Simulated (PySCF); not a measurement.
## Does the structure fit the spectrum?

A compound C₄H₁₃B₂N gives the data below (simulated from a calculation) and was assigned the structure `BNBC(C)(C)C`.

13C{1H} NMR (computed): δ 56.3 (C), 34.7 (CH3, 3C).

1H NMR (600 MHz, computed): δ 5.95 (br, 4H), 1.38 (s, 9H).

- GIAO PBE0/pcSseg-1 shieldings
- geometry: PBE0-D3(BJ)/def2-SVP
- couplings computed with B3LYP/pcJ-1 (spin–dipole term only in couplings to heteroatoms)
- program: PySCF 2.14.0 with density-fitted response routines
- no relativistic terms, single conformer, rapidly exchanging positions averaged, no solvent model

Referencing at the same level of theory: 1H and 13C against TMS.

(1) Compare with the shifts computed for the proposed structure, pairing carbons in order of shift.

(2) Which isomer fits?

## Answers

(1) Atom-mapped SMILES (the numbers label the heavy atoms): `[BH2:1][NH:2][BH:3][C:4]([CH3:5])([CH3:6])[CH3:7]`; H(Xn) means a hydrogen on atom n.

| atom | computed for proposal | given list | difference |
| --- | --- | --- | --- |
| C5 | 26.3 | 56.3 | -30.0 |
| C6 | 26.3 | 34.7 | -8.4 |
| C7 | 26.3 | 34.7 | -8.4 |
| C4 | 22.4 | 34.7 | -12.3 |

The rms difference is 17.3 ppm and the largest -30.0 ppm at C5 (methyl carbon). The carbon types in order of shift don't match either: CH3, CH3, CH3, C for the proposal against C, CH3, CH3, CH3 in the data. The proposal doesn't fit.

(2) `C(N(B)B)(C)(C)C`.

δC 56.3: fully substituted sp3 carbon bonded to N; pulled downfield by the heteroatom. δC 34.7: methyl carbon; aliphatic region, no heteroatom directly attached. δH 5.95: hydrogen on a boron bonded to N. δH 1.38: hydrogen on a methyl carbon.

The shifts were computed for this structure.

Hydrogens on boron are broadened and split by 11B (spin 3/2, 80 %) and 10B (spin 3). Shifts are as computed. Against solution values, carbons near 30 ppm lie about +2 ppm off and those near 130 ppm about +5 ppm. Of 1313 compounds with measured shifts, 239 miss one by over three times the rms of a fit or turn the order of signals round; such compounds aren't used in these exercises.
